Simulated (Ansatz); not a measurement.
`B[N]1[CH2][AlH]1` + `[SiH3]N[SiH3]` → `BN([SiH3])[SiH3]` + `[CH2]1[NH][AlH]1` at 298.15 K and 1 bar (ligand exchange at a B–N bond).

Computed with Ansatz on PBE0-D4/def2-TZVP structures; ΔE is electronic, products minus reactants. CCSD(T)/CBS is the MP2 limit (def2-TZVPP, def2-QZVPP) plus CCSD(T) − MP2 in def2-TZVPP, frozen cores. This one scheme is used for every species.

| species | CCSD(T)/CBS energy (Eh) | H − E (kJ/mol) | S (J/(mol·K)) |
| --- | --- | --- | --- |
| `B[N]1[CH2][AlH]1` | -362.54602 | 173.0 | 302.8 |
| `[SiH3]N[SiH3]` | -637.10515 | 192.6 | 335.6 |
| `BN([SiH3])[SiH3]` | -662.52490 | 227.7 | 348.6 |
| `[CH2]1[NH][AlH]1` | -337.12157 | 139.0 | 270.1 |

H − E and S are ideal-gas, rigid-rotor, harmonic terms from PBE0-D4/def2-TZVP. 1 Eh = 2625.50 kJ/mol, R = 8.31446 J/(mol·K).

Problem. By hand: ΔE, ΔH, ΔS and ΔG.

Solution. ΔE = (-662.52490) + (-337.12157) − (-362.54602) − (-637.10515) = 0.00470 Eh = 12.3 kJ/mol. Δ(H − E) = 227.7 + 139.0 − 173.0 − 192.6 = 1.1, so ΔH = 13.4 kJ/mol. ΔS = 348.6 + 270.1 − 302.8 − 335.6 = -19.7 J/(mol·K). ΔG = 13.4 − 298.15 × (-19.7)/1000 = 19.3 kJ/mol.

Problem. By hand: the equilibrium constant, and the temperature at which ΔG would vanish if ΔH and ΔS stayed fixed.

Solution. log₁₀ K = −ΔG/(RT ln 10) = -3.4. ΔH and −TΔS have one sign here, so there is no such temperature.

TΔS isn't small against ΔH here. A doubt of 5 kJ/mol in ΔE shifts log₁₀ K by 0.9 here. Modes under 60 cm⁻¹, often nearly free rotors, make the harmonic entropy too high. These are equilibria of isolated gas molecules and say nothing of rates. Largest T1 diagnostic: 0.015 (customary marks: 0.02 for closed shells, 0.045 for open ones).
